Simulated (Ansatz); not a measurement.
The cluster PtBr₂⁺, relaxed as a doublet with UKS B3LYP-D4/def2-TZVP in Ansatz, starting from the B3LYP-D4/def2-TZVP geometry of the neutral singlet. Force threshold 0.02 eV/Å.

In the def2 sets Pt takes a core potential; there is no spin–orbit coupling. The relaxation made no stability test and no search for a lower SCF solution. No other spin state of charge 1 was run. The structure comes from a short search, and lower isomers may exist.

Start:

Cartesian coordinates in Å:
```
Pt 0.450 0.096 0.727
Br -1.862 -0.059 0.652
Br 1.412 -0.038 -1.378
```

Question: Estimate the energy that the relaxation releases and the steps that it takes.

Answer: 0.8 kcal/mol, in 3 steps; 12 s on 4 threads of Arm Neoverse V1 on a shared host. No frequencies were taken in this run, so the end may be a saddle point.

Question: Does the start keep its bonding and symmetry?

Answer: By distances, no bond broke or formed. The bond that changes most is Pt1–Br2, from 2.32 to 2.27 Å (atoms count from 1). Point group C2v at the start, C2v at the end, both within 0.05 Å.

Question: Predict the relaxed structure.

Answer: 
```xyz
3

Pt    0.433    0.092    0.699
Br   -1.835   -0.057    0.654
Br    1.402   -0.036   -1.353
```
Bond lengths: 2 × Br–Pt 2.27 Å.
